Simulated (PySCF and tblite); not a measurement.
Results of a calculation; reference values are marked as such.
System: C₄H₆BBrO₂, numbered as in [OH:1][B:2]([OH:3])[C:4]1=[C:5]([Br:6])[CH2:7][CH2:8]1.

The path came from a restrained scan, a climbing-image band and a saddle search at GFN2-xTB; energies are PBE0/pcSseg-1 + D3(BJ)//GFN2-xTB, thermal terms GFN2-xTB. Rate constants are transition-state-theory values, counting equivalent paths, without tunnelling. Run with tblite and PySCF.

Spin–orbit effects of heavy atoms on shieldings are missing.

Q: How high is the barrier to the rotation about the B2–O3 bond (torsion O1–B2–O3–H from 0° to 180°, rising), through which structure does it pass, and what rate follows at 298 K?

A: The electronic barrier is 5.6 kcal/mol and ΔG‡(298 K) 4.6 kcal/mol, over a C1 saddle with an imaginary mode of 629i cm⁻¹ (GFN2-xTB). With 2 equivalent paths, k is 5.6×10⁹ s⁻¹, a mean lifetime of the start of 180 ps against this motion. The end lies 5.8 kcal/mol below the start in free energy.
